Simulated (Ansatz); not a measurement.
`F[SiH]([SiH3])S` → `F[SiH3]` + `[SiH]S` at 500 K and 1 bar (silylene formation by 1,1-elimination).

Isolated molecules relaxed with PBE0-D4/def2-TZVP in Ansatz; ΔE leaves out vibrations. CCSD(T)/CBS is the MP2 limit (def2-TZVPP, def2-QZVPP) plus CCSD(T) − MP2 in def2-TZVPP, frozen cores. This one scheme is used for every species. One conformer a species, not always the lowest.

| species | CCSD(T)/CBS energy (Eh) | H − E (kJ/mol) | S (J/(mol·K)) |
| --- | --- | --- | --- |
| `F[SiH]([SiH3])S` | -1078.81755 | 169.4 | 418.5 |
| `F[SiH3]` | -390.72345 | 94.1 | 267.5 |
| `[SiH]S` | -688.02937 | 66.8 | 284.1 |

H − E and S are ideal-gas, rigid-rotor, harmonic terms from PBE0-D4/def2-TZVP, for one conformer and one mirror image of each species. 1 Eh = 2625.50 kJ/mol, R = 8.31446 J/(mol·K).

**Question.** By hand: ΔE, ΔH, ΔS and ΔG.

**Answer.** ΔE = (-390.72345) + (-688.02937) − (-1078.81755) = 0.06473 Eh = 169.9 kJ/mol. Δ(H − E) = 94.1 + 66.8 − 169.4 = -8.5, so ΔH = 161.4 kJ/mol. ΔS = 267.5 + 284.1 − 418.5 = 133.1 J/(mol·K). ΔG = 161.4 − 500 × (133.1)/1000 = 94.9 kJ/mol.

**Question.** By hand: the equilibrium constant, and the temperature at which ΔG would vanish if ΔH and ΔS stayed fixed.

**Answer.** log₁₀ K = −ΔG/(RT ln 10) = -9.9. ΔG = 0 at ΔH/ΔS = 1213 K.

The number of gas molecules changes by +1, which sets the sign of ΔS. A doubt of 5 kJ/mol in ΔE shifts log₁₀ K by 0.5 here. Other conformers and mirror images would add mixing entropy, several J/(mol·K) or more a flexible species. These are equilibria of isolated gas molecules and say nothing of rates. Largest T1 diagnostic: 0.016 (customary marks: 0.02 for closed shells, 0.045 for open ones).
